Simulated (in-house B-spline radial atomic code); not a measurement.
A fraction x of an electron is removed from 4f in Sm IV (Sm3+), starting from [Xe] 4f5 and keeping the highest spin. Level of theory: scalar-relativistic (X2C) TPSS, spin-polarised, spherical fractional occupations, Fermi nucleus of rms radius 5.0819 fm; calculated with a radial B-spline atomic code at the basis-set limit.

```tsv
x	E(x) - E(0) (eV)	4f up level (eV)
0	0.0000	-33.701
0.07	2.4038	-34.981
0.15	5.2613	-36.459
0.36	13.3307	-40.410
0.38	14.1427	-40.791
0.5	19.1759	-43.100
0.6	23.5832	-45.049
0.63	24.9435	-45.638
0.78	32.0117	-48.613
0.96	41.0878	-52.245
1	43.1940	-53.062
```

The exact functional would give a straight line between the two integer points. Deviations E(x) - E(0) - x[E(1) - E(0)], in eV: -0.62 at x = 0.07, -1.218 at x = 0.15, -2.219 at x = 0.36, -2.271 at x = 0.38, -2.421 at x = 0.5, -2.333 at x = 0.6, -2.269 at x = 0.63, -1.68 at x = 0.78, -0.378 at x = 0.96.

The curve lies below the straight line by up to 2.421 eV (at x = 0.5): convex, the delocalisation error that favours fractional charges.

Question: How well does Slater's transition state (minus the level at half occupation) give the ionisation energy?

Answer: It gives 43.100 eV against 43.194 eV from the two total energies; NIST lists 41.64 eV, ground level to ground level.
